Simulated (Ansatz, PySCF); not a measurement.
Energy difference 4 R1 + R2 → 2 P1 + 2 P2, each structure at its B3LYP-D3(BJ)/def2-TZVP stationary point, reached from a drawn start (curvature not checked).
R1, HCl (SMILES Cl) (charge 0, multiplicity 1):
```xyz
2

Cl     0.64098     0.00000     0.00000
H     -0.64098     0.00000     0.00000
```
P1, Cl2 (SMILES ClCl) (charge 0, multiplicity 1, Z-matrix in Å and degrees):
```
Cl
Cl 1 2.0136
```
R2, O2 (SMILES O=O) (charge 0, multiplicity 3):
```xyz
2

O     -0.6021     0.0000     0.0000
O      0.6021     0.0000     0.0000
```
P2, H2O (SMILES O) (charge 0, multiplicity 1):
```
atom    x (Å)    y (Å)   z (Å)
----  -------  -------  ------
O      0.0071   0.3896  0.0000
H     -0.7684  -0.1808  0.0000
H      0.7613  -0.2089  0.0000
```

P less R. No zero-point or thermal terms; singlets are restricted closed shells; open shells are unrestricted; no spin–orbit coupling.

Run with Ansatz (Gaussian orbitals); PySCF for the D3/D4 terms. All values are computed, each at the level named.

Task: One of these levels gives -27.54 kcal/mol for the reaction energy. Which?
A) r2SCAN/def2-TZVPP
B) HF/cc-pV(Q+d)Z
C) PBE0-D4/def2-TZVPP
D) HF/cc-pV(T+d)Z

Result: C, PBE0-D4/def2-TZVPP. The others give -4.91 (HF/cc-pV(T+d)Z), -6.56 (HF/cc-pV(Q+d)Z), -21.96 (r2SCAN/def2-TZVPP)

Ansatz is a first-principles code.
